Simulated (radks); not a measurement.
Results of a calculation; reference values are marked as such.
Question: The manganese ion Mn3+, 22 electrons, occupied as [Ar] 3d4. Code: a radial shooting solver on a logarithmic mesh with Libxc functionals. Model: Dirac Kohn-Sham, PBE, spin-unpolarised, spherical densities, finite nucleus; open shells fill j = l - 1/2 first; Fermi nuclear charge, rms radius 3.7057 fm. Some entries of the table are withheld. Estimate them.

orbital  occ.  eigenvalue (eV)  r(max) (bohr)  <r^2> (bohr^2)
1s1/2       2        -6464.964        0.03987             (1)
2s1/2       2        -780.7248         0.2325             (2)
2p1/2       2        -673.9291         0.1867         0.07398
2p3/2       4        -663.5006         0.1891         0.07563
3s1/2       2        -121.7568            (3)          0.8203
3p1/2       2         -91.1031         0.7440          0.9163
3p3/2       4         -89.7967         0.7508          0.9335
3d3/2       4         -41.2423            (4)             (5)
3d5/2       0         -41.1013            (6)             (7)
4s1/2       0         -30.1523          2.102           6.152
4p1/2       0              (8)          2.377           7.951
4p3/2       0              (9)          2.394           8.049

Answer: 
(1) 1s1/2 <r^2> (bohr^2): 0.004988
(2) 2s1/2 <r^2> (bohr^2): 0.09215
(3) 3s1/2 r(max) (bohr): 0.7341
(4) 3d3/2 r(max) (bohr): 0.7399
(5) 3d3/2 <r^2> (bohr^2): 1.366
(6) 3d5/2 r(max) (bohr): 0.7421
(7) 3d5/2 <r^2> (bohr^2): 1.374
(8) 4p1/2 eigenvalue (eV): -23.5125
(9) 4p3/2 eigenvalue (eV): -23.3541
